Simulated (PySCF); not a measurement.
# EPR parameters of C5H7OSi

C5H7OSi (doublet state).
Geometry (GFN2-xTB, Å), atoms numbered from 1 in this order:
```xyz
14
C5H7OSi angstrom
Si     3.0321    0.2183   -0.0277
O      1.7236   -0.6604   -0.4425
C      0.4089   -0.3895   -0.3236
C     -0.1907    0.7029    0.1774
C     -1.6715    0.5296    0.0911
C     -1.8110   -0.8204   -0.5328
C     -0.6007   -1.3390   -0.7660
H      3.1085    0.4243    1.4114
H      3.1240    1.4461   -0.8045
H      0.2875    1.5752    0.5822
H     -2.1394    1.3052   -0.5198
H     -2.1457    0.5679    1.0746
H     -2.7638   -1.2696   -0.7439
H     -0.3624   -2.2910   -1.2031
```

The hyperfine couplings belong to this conformer and change with its torsions.

Identity: `C1(O[SiH2])C=CCC=1` [radical].

Theory: UKS B3LYP, pcH-1 on C H O Si, non-relativistic, mean-field spin-orbit, GIAO in PySCF 2.14.0. Isolated species at its GFN2-xTB geometry (one conformer only). A GFN2-xTB geometry isn't a minimum of the functional, and hyperfine couplings can be far from their values at a DFT geometry, by a factor of two or more for some ions and for spin on atoms past the first row. No stability test was run, so a lower SCF solution isn't excluded.

```
g1, g2, g3                      : 2.00149, 2.00211, 2.00412
g_iso                           : 2.00257
Form of g                       : rhombic: the two nearest values differ by 24 % of g3 − g1
⟨S²⟩                            : 0.7511 (exact 0.7500)
α and β electrons               : 30, 29
HOMO–LUMO gap, α and β orbitals : 5.18, 3.38 eV
Basis functions                 : 255
```

Isotropic coupling and dipolar principal values T1 to T3, in 10⁻⁴ cm⁻¹ (1 × 10⁻⁴ cm⁻¹ = 2.998 MHz):

```tsv
atom	isotope	a_iso	of which spin–orbit	T1	T2	T3	Mulliken spin population
Si1	29Si	-205.0	0.4	-56.4	28.2	28.3	0.94
O2	17O	-26.9	0.0	-3.3	1.5	1.8	0.00
C3	13C	9.5	0.0	-0.9	-0.8	1.7	0.02
C4	13C	-0.2	0.0	-0.5	0.2	0.4	-0.01
C5	13C	0.0	0.0	-0.1	0.0	0.1	0.00
C6	13C	0.5	0.0	-0.1	0.0	0.1	0.00
C7	13C	-0.4	0.0	-0.1	-0.1	0.2	0.00
H8	1H	25.1	0.0	-3.2	0.4	2.8	0.02
H9	1H	25.2	0.0	-3.2	0.4	2.8	0.02
H10	1H	0.2	0.0	-0.7	-0.4	1.2	0.00
H11	1H	-0.1	0.0	-0.1	-0.1	0.3	0.00
H12	1H	-0.1	0.0	-0.1	-0.1	0.3	0.00
H13	1H	0.2	0.0	-0.1	-0.1	0.2	0.00
H14	1H	0.0	0.0	-0.3	-0.3	0.6	0.00
```

The largest Mulliken spin population is on Si1 (+0.94). The angles at Si1 add up to 337.3°, so it is pyramidal.

Axes: g3 points within 4° of the Si1–O2 bond.

Under fast tumbling the dipolar parts average out, and these isotropic splittings remain: 2 × 1H (H8/H9, I = 1/2, 3 lines) with 2.69 mT.

Nuclei that the bonding pattern makes equivalent are averaged, as if the motion that swaps them (rotation, inversion, ring flip) were fast.

The 17O coupling of O2 (-80.7 MHz) shows only in satellite lines or after enrichment, since that isotope makes up about 0.038 % of natural oxygen.

The 29Si coupling of Si1 (-614.4 MHz) shows only in satellite lines or after enrichment, since that isotope makes up about 4.7 % of natural silicon.
